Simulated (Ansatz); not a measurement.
Total energies of the cluster Ge2O2⁺ (the lowest doublet isomer of a short search) from Ansatz at PBE-D4/def2-TZVP, gas phase (1 Eh = 27.2114 eV = 2625.5 kJ/mol). The reference geometry is relaxed at PBE-D4/def2-SVP.

```tsv
atom	x (Å)	y (Å)	z (Å)
Ge1	-0.5166	1.0451	-1.0239
Ge2	0.5154	-1.0454	1.0242
O3	0.0859	-0.7421	-0.8007
O4	-0.0848	0.7423	0.8003
```

```json
{"state": "charge 1 doublet", "geometry": "reference", "energy (Eh)": "-4303.50040"}
{"state": "charge 0 singlet", "geometry": "reference", "energy (Eh)": "-4303.79568"}
{"state": "charge 1 quartet", "geometry": "relaxed at PBE-D4/def2-SVP", "energy (Eh)": "-4303.38551"}
```

**Question.** Work out the vertical electron affinity, to the singlet.

**Answer.** E(charge 1 doublet) − E(charge 0 singlet) = -4303.50040 − (-4303.79568) = 0.29528 Eh = 8.03 eV.

**Question.** Which of the charge 1 states is lowest, and how far above it are the others?

**Answer.** The doublet. quartet: -4303.38551 − (-4303.50040) = 0.11489 Eh = 301.6 kJ/mol.

The structure comes from a short search, and lower isomers may exist.
